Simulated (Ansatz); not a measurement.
H$_{4}$S$_{3}$Si (`S[SiH](S)S`) at its PBE0-D4/def2-TZVP geometry, where that method's forces vanish. Total charge 0; spin multiplicity 1.

```xyz
8

S    -0.9483    0.7096    1.7383
Si   -0.3717   -0.0635   -0.1580
S    -0.1436   -2.1680    0.0291
S     1.3949    0.9946   -0.7060
H    -0.8083    1.9955    1.3678
H    -1.4116    0.0906   -1.2016
H     0.8822   -2.0735    0.8933
H     1.4065    0.5148   -1.9629
```

Question: What forces (eV/Å) does PBE-D4/def2-TZVPP give on these atoms in the Gaussian-basis code of Ansatz? (Best estimate.)

Answer: The calculation gave: 
```
S1  -0.091 -0.158  0.295
Si2 -0.011  0.030 -0.049
S3  -0.193 -0.283 -0.145
S4   0.210  0.235  0.179
H5   0.025  0.248 -0.070
H6  -0.130 -0.006 -0.129
H7   0.190  0.025  0.162
H8   0.000 -0.091 -0.242
```
